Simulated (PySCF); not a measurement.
Predicted microwave data (CAM-B3LYP/def2-SVPD in PySCF (dipole) on a GFN2-xTB geometry, gas phase) for one isomer of C4H9ClSSi:

| Quantity | Value |
| --- | --- |
| Rotational constants | A = 2256, B = 981.4, C = 755.2 MHz |
| Dipole components | \|μa\| = 0.40 D, \|μb\| = 0.20 D, \|μc\| = 0.62 D |
| Inertial defect | -69.79 u·Å² |
| κ | -0.70 |

**Question.** Which candidate fits, each taken in the one conformer that was computed?
A. `[CH2:1]=[CH:2][CH2:3][Si@@H:4]([Cl:5])[S:6][CH3:7]` with C1–C2–C3–Si4 -109°, C2–C3–Si4–Cl5 179°, C3–Si4–S6–C7 -168°
B. `[CH3:1][S:2][Si@@H:3]([Cl:4])[CH:5]1[CH2:6][CH2:7]1` with C1–S2–Si3–Cl4 50°, S2–Si3–C5–C6 166°

**Answer.** B. It is CS[Si@@H](Cl)C1CC1, an asymmetric top, point group C1. The candidates at the same level (rigid rotor, commonest isotopes):

```json
{"SMILES": "CS[Si@@H](Cl)C1CC1", "A (MHz)": "2256", "B (MHz)": "981.4", "C (MHz)": "755.2", "μa (D)": "0.40", "μb (D)": "0.20", "μc (D)": "0.62", "Δ (u·Å²)": "-69.79", "point group": "C1", "rotor": "asymmetric top"}
{"SMILES": "C=CC[Si@@H](Cl)SC", "A (MHz)": "1866", "B (MHz)": "954.6", "C (MHz)": "674.9", "μa (D)": "0.02", "μb (D)": "0.12", "μc (D)": "0.58", "Δ (u·Å²)": "-51.42", "point group": "C1", "rotor": "asymmetric top"}
```

`C=CC[Si@@H](Cl)SC` has A 17 % too low. No structure here is proved a minimum.
